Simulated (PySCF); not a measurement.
## Dipole moment and polarisability of `C=CC1CO[SiH2]OC1`

C₅H₁₀O₂Si.
Cartesian coordinates in Å at the GFN2-xTB level; atoms count from 1:
```xyz
18
C5H10O2Si angstrom
C     -2.6893    0.0112   -0.3056
C     -1.4175    0.2767   -0.0764
C     -0.2936   -0.6568   -0.4079
C      0.6695   -0.0134   -1.4164
O      1.3352    1.1104   -0.9165
Si     1.8609    1.1973    0.6253
O      1.1294    0.0150    1.4786
C      0.4753   -1.0555    0.8605
H     -3.0032   -0.9167   -0.7567
H     -3.4713    0.7069   -0.0542
H     -1.1203    1.2121    0.3765
H     -0.6942   -1.5698   -0.8598
H      0.1122    0.3149   -2.3010
H      1.4099   -0.7620   -1.7301
H      3.3047    0.9752    0.6471
H      1.3915    2.4612    1.1639
H     -0.2196   -1.4717    1.5983
H      1.2117   -1.8288    0.6028
```

Level: B3LYP/def2-SVPD (PySCF), static field, nuclei fixed, core orbitals frozen in the response. The polarisability tensor in these axes (au):

```
x   103.90   4.65   4.58
y     4.65  81.67   3.45
z     4.58   3.45  76.97
```

Problem. Diagonalise the tensor; give its mean and Δα, where Δα² is half the sum of the squared differences of the eigenvalues.

Solution. Principal values 75.00, 81.78 and 105.77 au; mean 87.51 au = 12.97 Å³ = 14.43 × 10⁻⁴⁰ C²·m²/J; Δα = 28.01 au (32 % of the mean).

Problem. What is the dipole moment, and where does it point?

Solution. (-0.59, -1.45, -0.71) D, 1.72 D in size, pointing from the negative to the positive side. Measured along this direction, the outermost atoms are H16 at the negative end and H9 at the positive end.

Problem. Form Σ f/ω² (atomic units) for the 8 lowest TDDFT singlets, given as eV and f, and set it beside the mean polarisability, which is this sum over all singlets: 6.60, 0.0029; 6.73, 0.0199; 6.78, 0.1296; 6.90, 0.0353; 7.06, 0.0005; 7.14, 0.0031; 7.15, 0.0566; 7.27, 0.0393.

Solution. They add up to 4.44 au, 5.1 % of the 87.51 au; the largest single term is 2.09 au, from the state at 6.78 eV. Terms in order: 0.05, 0.33, 2.09, 0.55, 0.01, 0.05, 0.82, 0.55 au. Higher excitations give the rest. The strengths listed sum to 0.287.

Problem. Find the Langevin capture rate constant for H3O+ (19.018 u) meeting this molecule (130.045 u), k = 2.342 × 10⁻⁹ cm³/s × √(α in Å³ / reduced mass in u).

Solution. The reduced mass is 16.59 u, so k = 2.07 × 10⁻⁹ cm³/s. The formula leaves out the permanent dipole, which adds to the capture rate.

Problem. Give the principal axes and the span of the nuclei along them.

Solution. Largest value along (0.96, 0.21, 0.18), where the nuclei span 6.71 Å; middle along (-0.27, 0.88, 0.38), 3.97 Å; least along (-0.08, -0.42, 0.91), 4.30 Å. The strongest response lies along the longest span, while the other two are in reverse order.

Problem. Rayleigh depolarisation ratio (linearly polarised light, static tensor)?

Solution. ρ = 3Δα²/(45ᾱ² + 4Δα²) = 2353.2/(344645 + 3137.6) = 0.00677.

Problem. What would n − 1 = 2πNα be for an ideal gas of these molecules at 350 K and 1 atm, electronic part alone?

Solution. N = p/kT = 2.0968 × 10¹⁹ cm⁻³, so n − 1 = 2π × N × 12.97 × 10⁻²⁴ cm³ = 1709 × 10⁻⁶ at long wavelengths.

The structure is a single GFN2-xTB conformer in the gas phase; no vibrational or solvent corrections.
